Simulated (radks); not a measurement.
Values are calculated unless marked as measured or tabulated.
Q: Code: a radial shooting solver on a logarithmic mesh with Libxc functionals. Model: Dirac Kohn-Sham, PBE, spin-unpolarised, spherical densities, finite nucleus; open shells fill j = l - 1/2 first; Fermi nuclear charge, rms radius of each element as measured or else 0.836 A^(1/3) + 0.57 fm. Each species is in its NIST ground configuration. Rank Pd2+, Pt2+, Ni2+ by Delta-SCF ionisation energy (eV), largest first.

A: Ni2+ 37.337, Pd2+ 34.088, Pt2+ 31.449.
